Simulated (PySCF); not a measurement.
## Broadened absorption spectrum of C2H5BF2GeS2

Compound: C₂H₅BF₂GeS₂.
Structure used (PBE0-D3(BJ)/def2-SVP), in Å, numbered top down from 1:
```xyz
13
C2H5BF2GeS2 angstrom
F     -2.1188   -0.1868    1.9172
B     -1.6536   -1.0324    1.0202
F     -2.1057   -2.2676    1.0629
C     -0.6057   -0.5771   -0.0603
C     -0.6833    0.9052   -0.3732
S      0.6294    1.4476   -1.5261
Ge     2.2598    0.3689   -0.4709
S      0.9957   -1.0182    0.7506
H     -0.7035   -1.1768   -0.9788
H     -0.6452    1.5012    0.5504
H     -1.6301    1.1362   -0.8881
H      3.1547   -0.3570   -1.4898
H      3.1045    1.2398    0.4757
```

Method used: TDDFT CAM-B3LYP/def2-SVPD, vertical, gas phase, core orbitals frozen in the response in PySCF. Relativistic effects, spin–orbit coupling among them, are left out although an element past zinc is present.

Computed states:

| state | E (eV) | f |
| --- | --- | --- |
| S1 | 5.16 | 0.0029 |
| S2 | 5.19 | 0.0030 |
| S3 | 5.28 | 0.012 |
| S4 | 5.69 | 0.0061 |
| S5 | 6.19 | 0.0072 |
| S6 | 6.41 | 0.0022 |
| S7 | 6.70 | 0.014 |
| S8 | 6.83 | 0.010 |
| S9 | 6.87 | 0.0051 |
| S10 | 7.04 | 0.095 |

Each state is given a Gaussian of 0.25 eV full width at half maximum, with ε(max) = 2.175×10⁸ f / Δν̃ (Δν̃ the width in cm⁻¹). The width is an assumption, not a result. The curve ends short of the highest state used, and states not computed would add to its high-energy end.

(1) Give the broadened spectrum and its maxima.

(2) On this curve, what absorbance would a 10⁻³ mol/L sample give at 193 nm over a 1 cm path?

(3) Coming from long wavelengths, where does ε first pass 100 L mol⁻¹ cm⁻¹?

Results:

(1) 
(λ (nm), ε (L mol⁻¹ cm⁻¹)): (192.6, 354), (194.5, 401), (196.4, 540), (198.3, 718), (200.2, 804), (202.1, 699), (204.0, 463), (205.9, 239), (207.8, 112), (209.7, 98), (211.6, 184), (213.5, 349), (215.4, 532), (217.3, 645), (219.2, 627), (221.1, 501), (223.0, 353), (224.9, 280), (226.8, 348), (228.7, 579), (230.6, 937), (232.5, 1326), (234.4, 1623), (236.3, 1730), (238.2, 1624), (240.1, 1357), (242.0, 1018), (243.9, 689), (245.8, 422), (247.7, 234), (249.6, 118), (251.5, 54), (253.4, 22), (255.3, 8), (257.2, 3), (259.1, 1)

Maxima: 236 nm (5.25 eV), ε about 1700, made up of S1 (13%), S2 (16%) and S3 (71%); 218 nm (5.69 eV), ε about 650, made up of S4 (100%); 200 nm (6.19 eV), ε about 800, made up of S5 (96%) (ε in L mol⁻¹ cm⁻¹; maxima over ε = 5, shares over 10%). At its high-energy end, 6.44 eV, the curve is still rising (ε about 350, from S5, S6 and S7).

(2) 193 nm is 6.424 eV, where ε is about 350 L mol⁻¹ cm⁻¹, so A = ε c l ≈ 0.35 (Beer–Lambert, with the gas-phase spectrum and the assumed width).

(3) At about 250 nm (4.96 eV), 0.20 eV below S1.

All these states lie below the vertical ionisation energy of 9.34 eV (ΔSCF).

One conformer stands for the species.
